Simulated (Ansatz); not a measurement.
Coupled-cluster run, `[F][GeH2][AlH2]`.

```yaml
crystal:
  periodic: [false, false, false]
  atoms:
    - {symbol: F, position_ang: [-2.229174, 0.085229, 0.223533]}
    - {symbol: Ge, position_ang: [-0.744055, -0.302557, -0.633193]}
    - {symbol: Al, position_ang: [1.179826, 0.371083, 0.802720]}
    - {symbol: H, position_ang: [-0.856087, -1.814147, -0.935461]}
    - {symbol: H, position_ang: [-0.868363, 0.445699, -1.979881]}
    - {symbol: H, position_ang: [2.647673, 0.124503, 0.252787]}
    - {symbol: H, position_ang: [0.931479, 1.022090, 2.223794]}
basis:
  gaussian: {orbitals: def2-SVP}
correlation: {method: ccsd_t}
```

```sh
$ ansatz run in.yaml --threads 2 --pin off --events-out ev --progress --plain --max-ram 4352MiB
```

Output of Ansatz, abridged:

```
Functional definition: HF
806 factors; integrals over basis functions are off by at most 1.5e-3 eV
mean field evaluation 1: about -65812.6720 eV, gradient 2.8e1 eV
mean field evaluation 2: about -65812.6914 eV, gradient 2.8e1 eV
mean field evaluation 4: about -65814.6291 eV, gradient 2.1e0 eV
mean field evaluation 8: about -65814.6524 eV, gradient 6.6e-5 eV
mean field -65814.65244499 eV, -2418.6438665799 hartree, gradient 2.8e-6 eV, S^2 0.000000; 0 other end points of the search recorded, 0 dependent functions left out
15 core orbitals not correlated: weight in the atoms' cores, before any rotation towards them, 1.000 or more for the frozen orbitals, at most 0.000 for the correlated occupied ones
reference -65814.65244499 eV, -2418.6438665799 hartree; 14, 14 occupied and 55, 55 virtual orbitals, 806 factors
second order -13.08467201 eV of doubles, -0.00000000 eV of singles
cycle   1  -13.25873924 eV  change   -1.7e-1 eV  update   9.7e-2
cycle   2  -13.70902574 eV  change   -4.5e-1 eV  update   3.0e-2
cycle   3  -13.80392225 eV  change   -9.5e-2 eV  update   1.6e-2
cycle   4  -13.79392815 eV  change    1.0e-2 eV  update   3.7e-3
cycle   5  -13.79318867 eV  change    7.4e-4 eV  update   1.6e-3
cycle   6  -13.79369159 eV  change   -5.0e-4 eV  update   4.4e-4
cycle   7  -13.79347830 eV  change    2.1e-4 eV  update   1.8e-4
cycle   8  -13.79339454 eV  change    8.4e-5 eV  update   6.2e-5
cycle   9  -13.79341312 eV  change   -1.9e-5 eV  update   2.5e-5
perturbative correction -0.29248873 eV, -0.0107487627 hartree
Total energy: -65828.73834685 eV, -2419.1615139253 hartree
```

Run time 2.8 s (2 threads of an Arm Neoverse V1 on a shared host); peak host memory 0.24 GiB.

MP2 recovers 92.9 % of the CCSD(T) correlation energy and the triples give 2.1 %; T1 = 0.0117.
